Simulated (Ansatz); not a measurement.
The same path of Cl2H2OSn + H2S (9 atoms, charge 0, multiplicity 1) was run twice with different band settings. Lost on the way: Sn1–O2, S7–H9. Made: Sn1–S7, O2–H9.

All numbers below come from RKS BHLYP-D4/def2-SVP (Ansatz).

Relaxed end points:

```xyz
9
Properties=species:S:1:pos:R:3
Sn -0.169 0.145 -0.053
O -0.155 -0.151 1.889
H -0.685 0.470 2.388
Cl 1.997 0.510 -0.794
H -1.139 1.484 -0.436
Cl -1.063 -1.754 -1.060
S 1.735 -2.763 1.347
H 0.628 -3.444 1.020
H 1.068 -1.934 2.165
```

```xyz
9
Properties=species:S:1:pos:R:3
Sn 0.484 -0.414 -0.015
O -0.639 -0.350 2.323
H -1.543 -0.590 2.109
Cl 1.452 -0.663 -2.158
H 0.655 1.221 0.361
Cl -1.769 -0.981 -0.453
S 1.639 -2.131 1.192
H 2.294 -2.564 0.106
H -0.358 -0.966 3.001
```

Common settings: spring 5.0 eV/Å²; optimiser quadratic models (default); start path through a guess of the saddle point; force threshold 0.03 eV/Å; iteration limit 60; end points relaxed.

| run | movable images | climbing image |
| --- | --- | --- |
| 1 | 5 | yes |
| 2 | 2 | no |

What does each run give, and how far can it be trusted?

Run 1: converged after 28 iterations, highest image 0.542 eV above the first end. A vibrational analysis at the climbing image gives one clearly imaginary mode, 1179i cm⁻¹: a first-order saddle point.
Run 2: converged after 25 iterations, highest image 0.032 eV above the first end. No image climbed, so the highest image needn't sit at the top of the path. A band with more images between the same ends climbed to 0.54 eV, so this one has probably stepped over the top. So few images can step over the top or miss a turn of the path.
The orbitals stay closed-shell, which can raise the energy where a bond breaks towards radicals; this wasn't checked here.
